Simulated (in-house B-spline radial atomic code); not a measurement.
BHandHLYP excitations of Ti⁴⁺

Method: BHandHLYP. Computed with an all-electron radial atomic-structure program (B-spline basis): linear response of the closed shell [Ne] 3s2 3p6 with the functional's adiabatic kernel; non-relativistic, point nucleus, no spin-orbit coupling, no double excitations, S, P, D and F terms only. Only terms of natural parity with L up to 3 were computed.

Command:
```bash
python run_td.py task.json out
```
Settings (radii: box in bohr, nucleus in fm):
```
Z                        22
electrons                18
configuration            [Ne] 3s2 3p6
hamiltonian              nr
method                   bhandhlyp
box_radius               19.1
intervals                53
```

Cost of the run: 0.8 s on 1 thread of Arm Neoverse N1, on a shared host.

The lowest states, in the order of their Tamm-Dancoff energies; the method's threshold (minus the highest occupied level) is 94.85 eV. Labels give the largest channel, * marks a mixed state, and oscillator strengths are full-response dipole values. Semilocal kernels can invert the small singlet-triplet splittings of Rydberg terms. Energies in eV:

```tsv
state	full response	Tamm-Dancoff	oscillator strength
3p → 3d 3P	33.68	33.82	-
3p → 3d 3F	?	?	-
3p → 3d 1F	37.73	37.75	-
3p → 3d 1P	48.43	50.54	4.22
3p → 4s 3P	52.64	52.66	-
3p → 4s 1P	53.56	53.67	0.154
3p → 4p 3S	58.28	58.32	-
3p → 4p 3D	?	?	-
3p → 4p 1D	59.74	59.74	-
3s → 3d 3D	61.86	61.92	-
3p → 4p 1S	62.60	62.84	-
3s → 3d 1D	66.14	66.26	-
3p → 4d 3P	68.86	68.87	-
3p → 4d 3F	69.06	69.08	-
3p → 4d 1F	69.44	69.44	-
3p → 4d 1P	70.39	70.64	0.000641
```

**Question.** Where does 3p → 4p 3D lie?

**Answer.** At 59.06 eV in full response, 59.09 eV in Tamm-Dancoff.

**Question.** Where does 3p → 3d 3F lie?

**Answer.** At 34.30 eV in full response, 34.62 eV in Tamm-Dancoff.

**Question.** How large is the singlet-triplet splitting of 3p → 3d (F terms) in Tamm-Dancoff?

**Answer.** 3.13 eV, from the unrounded values.

**Question.** What polarisabilities and dispersion coefficient does the method give?

**Answer.** Dipole 1.494 bohr³, quadrupole 1.954 bohr⁵, C6 3.242 hartree·bohr⁶ for two such species.
